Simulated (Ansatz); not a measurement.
`C=C=C(C)BCl` + CH₃OH → `COBCl` + `C=C=CC` at 700 K and 1 bar (ligand exchange at a B–C bond).

Computed with Ansatz on PBE0-D4/def2-TZVP structures; ΔE is electronic, products minus reactants. CBS: MP2 limit from def2 TZ/QZ plus the TZ coupled-cluster correction, frozen cores. This one scheme is used for every species. One conformer a species, not always the lowest.

| species | CCSD(T)/CBS energy (Eh) | H − E (kJ/mol) | S (J/(mol·K)) |
| --- | --- | --- | --- |
| `C=C=C(C)BCl` | -640.38080 | 316.9 | 482.5 |
| CH₃OH | -115.61712 | 170.8 | 288.5 |
| `COBCl` | -600.27977 | 205.1 | 384.0 |
| `C=C=CC` | -155.75749 | 281.6 | 381.9 |

H − E and S are ideal-gas, rigid-rotor, harmonic terms from PBE0-D4/def2-TZVP, for one conformer and one mirror image of each species. 1 Eh = 2625.50 kJ/mol, R = 8.31446 J/(mol·K).

By hand: ΔE, ΔH, ΔS and ΔG.

ΔE = (-600.27977) + (-155.75749) − (-640.38080) − (-115.61712) = -0.03934 Eh = -103.3 kJ/mol. Δ(H − E) = 205.1 + 281.6 − 316.9 − 170.8 = -1.0, so ΔH = -104.3 kJ/mol. ΔS = 384.0 + 381.9 − 482.5 − 288.5 = -5.1 J/(mol·K). ΔG = -104.3 − 700 × (-5.1)/1000 = -100.7 kJ/mol.

By hand: the equilibrium constant, and the temperature at which ΔG would vanish if ΔH and ΔS stayed fixed.

log₁₀ K = −ΔG/(RT ln 10) = 7.5. ΔG = 0 at ΔH/ΔS = 20451 K, far beyond where these terms or the molecules hold.

The number of gas molecules stays the same, so ΔS is small and ΔH decides. A doubt of 5 kJ/mol in ΔE shifts log₁₀ K by 0.4 here. Other conformers and mirror images would add mixing entropy, several J/(mol·K) or more a flexible species. These are equilibria of isolated gas molecules and say nothing of rates. Largest T1 diagnostic: 0.012 (customary marks: 0.02 for closed shells, 0.045 for open ones).
